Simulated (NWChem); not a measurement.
Species: CH$_{3}$FSn, singlet; SMILES [CH3][Sn][F]

```xyz
6

Sn     0.2711     0.0544     0.3599
F     -0.9613     1.3519    -0.4543
C     -1.0860    -1.6465     0.0642
H     -0.6031    -2.4333    -0.5396
H     -1.9953    -1.2982    -0.4481
H     -1.3627    -2.0951     1.0334
```
Atoms are numbered in this order, from 1.

Level: PBE0/def2-SVP with def2 effective core potentials on Sn (NWChem), optimised geometry, unscaled harmonic frequencies. Low-valent species are run as closed-shell singlets; no triplet was tried in these runs. def2 effective core potentials on Sn; no spin-orbit coupling.

```tsv
frequency (cm⁻¹)	IR intensity (km/mol)
18	0.0
170	6.8
481	50.8
562	0.1
598	61.1
657	27.6
1166	9.8
1409	8.0
1418	16.5
3040	4.4
3143	6.7
3179	1.6
```

```yaml
zero_point_energy: 22.6 kcal/mol
thermal correction to the enthalpy at 298.15 K (with zero-point energy): 26.4 kcal/mol
heat capacity Cv: 14.6 cal/(mol K)
entropy at 298.15 K and 1 atm (symmetry number 1): 77.2 cal/(mol K)
```

Rigid rotor and harmonic oscillator; modes under 100 cm⁻¹ make the entropy uncertain.
